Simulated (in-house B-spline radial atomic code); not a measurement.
## Gd VI (Gd5+): [He] 2s1 2p6 3s2 3p6 3d10 4s2 (4p1/2)2 (4p3/2)3 4d10 4f7 5s2 5p6 (with a hole in an inner shell)

Level of theory: Dirac-Hartree-Fock, average of the jj configuration, Fermi nucleus of rms radius 5.1569 fm; calculated with a radial B-spline atomic code at the basis-set limit.

Effective charges: Z_r = [3n² - l(l+1)]/(2<r>) from the radius, Z_e = n√(-2ε) from the energy, and Slater's rules. Values are occupation-weighted means over j. An effective charge above Z reflects the relativistic contraction of the inner shells.

```tsv
shell	electrons	ε (eV)	<r> (bohr)	Z_r	Z_e	Slater
1s	2	-50856	0.0219	68.48	61.14	63.70
2s	1	-8700.3	0.0926	64.80	50.58	60.20
2p	6	-7774.2	0.08162	61.26	47.81	60.20
3s	2	-2050	0.2406	56.10	36.82	53.60
3p	6	-1764.1	0.2388	52.35	34.16	53.60
3d	10	-1373.2	0.2167	48.45	30.14	43.85
4s	2	-491.75	0.5434	44.16	24.05	37.60
4p	5	-397.41	0.5714	40.25	21.62	37.60
4d	10	-248.76	0.6145	34.17	17.10	26.85
5s	2	-122.36	1.264	29.67	14.99	14.15
4f	7	-93.039	0.7202	24.99	10.46	17.90
5p	6	-92.114	1.407	25.95	13.01	14.15
```

The least bound orbital is 5p3/2 at -90.1 eV, and it is also the most diffuse (<r> = 1.428 bohr). The part-filled 2s shell lies below the filled 5p shell in orbital energy.

For the 1s electron the small component carries 5.69 % of the norm, the zero-frequency Breit interaction raises the level by 147.1 eV, self-energy by 90.31 eV, and vacuum polarisation lowers it by 14.72 eV.
